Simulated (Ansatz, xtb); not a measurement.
## C5H4ClN3: 7 structures ranked

7 gas-phase structures of C5H4ClN3, from a drawn sample of its isomers (lower ones may exist). Each was relaxed with GFN2-xTB; where two conformers were screened, the lower at r2SCAN-D4/def2-SVP is listed:

A. `[H]/N=C\c1cncc(Cl)n1`, a singlet
B. `C=Nc1cc(Cl)cnn1`, a singlet
C. `Cn1cnc(C#N)c1Cl`, a singlet
D. `Cn1ncc(Cl)c1C#N`, a singlet
E. `C=Cc1cnnc(Cl)n1`, a singlet
F. `C#Cc1nc(Cl)n(C)n1`, a singlet
G. `C=Cc1ncc(Cl)nn1`, a singlet

**Question.** Make a reasoned guess at their ranking by r2SCAN-D4/def2-SVP single-point energy.

**Answer.** Calculated order at r2SCAN-D4/def2-SVP: C (0.000), A (0.080), D (0.472), E (1.194), G (1.210), B (1.237), F (1.700) eV. Less than 1 kcal/mol parts E and G; G and B, so the order within those pairs means little.

Energies above the lowest of each column, in eV; the last columns are at B3LYP/def2-SVP geometries and were run for some of them only (a dash: not run or not comparable):

```json
{"structure": "C", "GFN2-xTB": "0.000", "HF/STO-3G": "0.000", "r2SCAN-D4/def2-SVP": "0.000", "B3LYP/def2-SVP": "0.000", "CCSD(T)/def2-SVP + ΔMP2/def2-TZVPP": "0.000"}
{"structure": "A", "GFN2-xTB": "0.637", "HF/STO-3G": "1.059", "r2SCAN-D4/def2-SVP": "0.080", "B3LYP/def2-SVP": "0.070", "CCSD(T)/def2-SVP + ΔMP2/def2-TZVPP": "0.199"}
{"structure": "D", "GFN2-xTB": "0.459", "HF/STO-3G": "0.387", "r2SCAN-D4/def2-SVP": "0.472", "B3LYP/def2-SVP": "0.499", "CCSD(T)/def2-SVP + ΔMP2/def2-TZVPP": "0.501"}
{"structure": "E", "GFN2-xTB": "1.149", "HF/STO-3G": "1.921", "r2SCAN-D4/def2-SVP": "1.194", "B3LYP/def2-SVP": "–", "CCSD(T)/def2-SVP + ΔMP2/def2-TZVPP": "–"}
{"structure": "G", "GFN2-xTB": "1.206", "HF/STO-3G": "1.924", "r2SCAN-D4/def2-SVP": "1.210", "B3LYP/def2-SVP": "–", "CCSD(T)/def2-SVP + ΔMP2/def2-TZVPP": "–"}
{"structure": "B", "GFN2-xTB": "1.026", "HF/STO-3G": "2.048", "r2SCAN-D4/def2-SVP": "1.237", "B3LYP/def2-SVP": "–", "CCSD(T)/def2-SVP + ΔMP2/def2-TZVPP": "–"}
{"structure": "F", "GFN2-xTB": "1.004", "HF/STO-3G": "2.041", "r2SCAN-D4/def2-SVP": "1.700", "B3LYP/def2-SVP": "–", "CCSD(T)/def2-SVP + ΔMP2/def2-TZVPP": "–"}
```

Every level run on C puts it lowest or level with the lowest. Flexible structures stand in one conformer each, not always the lowest. Frequencies (GFN2-xTB) were run for A, C, D alone. The ΔMP2 step shifts differences by up to 0.131 eV, which makes them less sure. ΔMP2 is the change of the MP2 energy from the smaller to the larger basis.

Over these structures GFN2-xTB departs from r2SCAN-D4/def2-SVP by 0.225 eV on average once a common shift is removed. A GFN2-xTB relaxation took about 0.087 s and the r2SCAN-D4/def2-SVP energy about 2.3 s on a shared host (Ansatz 0.2.0, xtb 6.7.1).
